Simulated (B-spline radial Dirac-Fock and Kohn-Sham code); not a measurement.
# Mn: eigenvalues, ΔSCF and the reference

System: atomic manganese, [Ar] 3d5 4s1 4p1 (an excited configuration).

The density-functional columns are spherical, spin-unpolarised Dirac-Kohn-Sham results without Breit or QED terms: −ε is minus the orbital energy of the initial state and ΔSCF the difference of two total energies. The reference in the last column comes from Dirac-Fock energy differences between relaxed states, corrected for Breit and QED terms. All numbers are from a radial B-spline solver, in eV; a selection of levels is shown. The Kohn-Sham columns are given as differences from the reference.

```
level  LDA −ε − DF  LDA ΔSCF − DF  Dirac-Fock
   1s       -137.0          +10.2      6551.9
   2s        -42.8          -20.3       786.3
2p1/2        -27.3           -0.1       665.4
2p3/2        -27.6           -0.8       655.3
3p1/2         -8.6           -1.3       65.58
3p3/2         -8.7           -1.4       64.35
   3d         -3.9           +2.4       12.43
   4s         -2.1           +1.2        8.33
   4p         -1.8           +0.7        4.03
```

Values without a named source are computed, but for edge energies of neutral atoms, which are taken from tables.
